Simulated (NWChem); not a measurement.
Species: C₂F₄O; SMILES FC1(F)OC1(F)F

Computed with NWChem. The geometry was optimised at B3LYP/6-31G* (spherical d). Level: B3LYP/def2-SVP with SMD (1 M gas to 1 M solution), gas-phase geometry.

Q: Predict the results for solvent methanol. Quantities: solvation free energy (kcal/mol); cavity-dispersion-structure term (kcal/mol); dipole in solution (D).

A: 
```
Quantity                                     Value
-------------------------------------------  -----
solvation free energy (kcal/mol)               0.2
cavity-dispersion-structure term (kcal/mol)    2.7
dipole in solution (D)                        0.85
```
